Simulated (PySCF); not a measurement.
# Exercise with solution: refractive index and permittivity of the vapour

Ga(Cl)2(NH2) (Cl₂GaH₂N), SMILES [Cl][Ga]([NH2])[Cl].

Geometry optimised at PBE0-D3(BJ)/def2-SVP. The structure was generated by enumeration; whether it is a known compound was not checked. One conformer was computed; it need not be the lowest.

PBE/def2-TZVP run with PySCF gives a mean static polarisability of 58.7 bohr³ and a dipole moment of 2.70 D. Take an ideal gas at 298.15 K and 1 bar, whether or not the substance is that volatile.

Task: Work out n − 1 in the optical limit and the static ε − 1.

Result: 
Polarisability volume α' = 58.7 × 0.148185 = 8.70 Å³. Number density N = p/kT = 2.43e-5 Å⁻³.
Dilute limit of Lorentz–Lorenz: n − 1 = 2π N α' = 0.0013.
Orientation term of Debye: μ²/(3kT) = 8.098 Å³ × μ²(D²) = 59.03 Å³.
ε − 1 = 4π N (α' + μ²/3kT) = 0.021. Orientation of the dipole supplies 87 % of the static response; it can't follow optical fields. Vibrational polarisation and dispersion are left out.
